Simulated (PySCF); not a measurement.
TiI3, SMILES [I][Ti]([I])[I] (connectivity only; charge and spin as stated), neutral, multiplicity 2.

Coordinates come from a PBE0-D3(BJ)/def2-SVP optimisation. The spin state was assumed, not searched. The isomer is the one that the SMILES or the coordinates give; other isomers of the formula were not compared. The def2 effective core potentials stand for the cores of I; spin–orbit coupling is left out.

All values below come from PySCF with PBE/def2-TZVP.

Gas-phase values at a fixed geometry.

Computed frontier levels, dipole moment and polarisability:
```yaml
"α spin, highest occupied and lowest empty level": -5.27 and -4.29 eV
"β spin, highest occupied and lowest empty level": -6.77 and -3.88 eV
dipole_moment: 0.00 D
quadrupole, principal values (traceless, Buckingham form, about the centre of nuclear charge): -0.33, -0.33, 0.66 D·Å
mean_static_polarisability: 147.5 bohr³ (21.85 Å³)
polarisability_principal_values: 91.8, 175.3, 175.3 bohr³
"⟨S²⟩": 0.764 (pure state 0.75)
```
